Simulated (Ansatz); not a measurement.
## Scan of the H5–C1–Y2–O3 dihedral angle

CH₄FOY (SMILES [CH3][Y]([OH])[F]), closed shell, at its PBE0-D4/def2-TZVP minimum:

```csv
atom,x (Å),y (Å),z (Å)
C1,-0.4068,-0.0257,-1.4007
Y2,0.8311,-0.1048,0.6125
O3,-0.0732,0.7463,2.1931
F4,2.1327,-1.6211,0.7762
H5,-1.3226,-0.6292,-1.3238
H6,-0.7446,0.9854,-1.6657
H7,0.1393,-0.4164,-2.2692
H8,-0.4636,1.0083,3.0218
```

The dihedral angle H5–C1–Y2–O3 (-65.8° at the minimum) is set to the values below, with the rest relaxed at PBE0-D4/def2-TZVP at each step (the four atoms are held in place, so their three bonds and two angles keep the values of the minimum). Each method's energies count from its own value at the PBE0-D4 minimum structure. Ansatz 0.2.0; basis: def2-TZVPP; cores frozen in the correlated methods. Core potentials replace the inner electrons of the atoms past krypton. B3LYP uses VWN-RPA correlation.

| dihedral angle (°) | CCSD(T) (meV) | HF (meV) | MP2 (meV) | B3LYP-D4 (meV) | r2SCAN-D4 (meV) |
| --- | --- | --- | --- | --- | --- |
| -53.4 | 0 | 0 | 0 | 0 | 0 |
| -36.3 | 1 | 2 | 1 | 2 | 1 |
| -19.2 | 2 | 3 | 2 | 3 | 3 |
| -2.0 | 2 | 4 | 3 | 4 | 4 |
| 15.1 | 2 | 3 | 3 | 4 | 4 |
| 32.3 | 2 | 2 | 2 | 2 | 2 |
| 49.4 | 1 | 1 | 1 | 1 | 1 |

Largest difference from the CCSD(T) curve over the scan: PBE-D4 1; PBE0-D4 1; wB97M-V 1 meV. Each curve counts from its own value at the minimum.

T1 diagnostic: at most 0.015.

For scale, one of the runs: CCSD(T)/def2-TZVPP, 205 basis functions (an equivalent command: `ansatz run in.yaml --threads 4`). The run took 2.6 min on 4 CPU threads (shared host), with 3.1 GiB of host memory at its peak.
